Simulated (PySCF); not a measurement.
A structure optimised at B3LYP-D3(BJ)/def2-SVP, used in a PySCF frequency run:

```xyz
8

B      0.0777     0.8292     0.0000
F     -0.5761     1.9789     0.0000
F      1.4032     0.8639     0.0000
S     -0.8390    -0.7205     0.0000
C      0.5349    -1.9369     0.0000
H      1.1556    -1.8248    -0.8982
H      0.0713    -2.9318     0.0000
H      1.1556    -1.8248     0.8982
```
Charge 0, spin multiplicity 1.

Problem. Write its SMILES, formula and point group.

Solution. CSB(F)F, CH3BF2S, Cs

Problem. What are its rotational constants (standard atomic weights)?

Solution. 6.8423, 2.9061, 2.0669 GHz
